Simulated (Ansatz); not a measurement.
Ideal-gas functions of FGeH₃Se₃ (`[F][Ge]([SeH])([SeH])[SeH]`) at 500 K and 1 bar, from an Ansatz frequency run at PBE0-D4/def2-TZVP.

Molar mass 331.51 g/mol, point group C1 (symmetry number 1), electronic degeneracy 1, moments of inertia 680.243, 764.364, 1213.395 u Å². Harmonic wavenumbers (cm⁻¹, unscaled): 66, 73, 104, 108, 149, 173, 183, 208, 234, 323, 331, 625, 664, 681, 693, 2441, 2445, 2447.

Use S(trans) = R[1.5 ln M + 2.5 ln T − 1.1517]; rotational temperatures θ = 24.2544 K / I; S(rot) = R[ln(√π/σ · √(T³/θAθBθC)) + 1.5]; for each mode x = 1.438777 ν̃/T, S = R[x/(eˣ − 1) − ln(1 − e⁻ˣ)] and H = RT x/(eˣ − 1); 1 cm⁻¹ = 0.0119627 kJ/mol; R = 8.31446 J/(mol·K).

**Question.** By hand: the entropy, in J/(mol·K).

**Answer.** Translation 192.0. Rotation: θ = 0.0357, 0.0317, 0.02 K, giving 139.2. Vibration, mode by mode: 22.14, 21.30, 18.38, 18.06, 15.42, 14.20, 13.74, 12.71, 11.76, 9.22, 9.03, 4.47, 4.09, 3.94, 3.83, 0.06, 0.06, 0.06, in all 182.5. Electronic 0.0. Sum 513.7 J/(mol·K).

**Question.** By hand: H − E and G − E in kJ/mol, counted from the electronic energy.

**Answer.** Zero-point energy ½ × 11948 × 0.0119627 = 71.5; thermal vibration 40.9; translation, rotation and pV give 4 RT = 16.6. H − E = 129.0 kJ/mol, and G − E = 129.0 − 500 × 513.7/1000 = -127.9 kJ/mol.

Vibration gives 36 % of the entropy, 95.3 J/(mol·K) of it from the modes under 150 cm⁻¹: soft modes count most, and the harmonic formula is weakest for them. The sum counts one conformer and one mirror image; others add a mixing term.
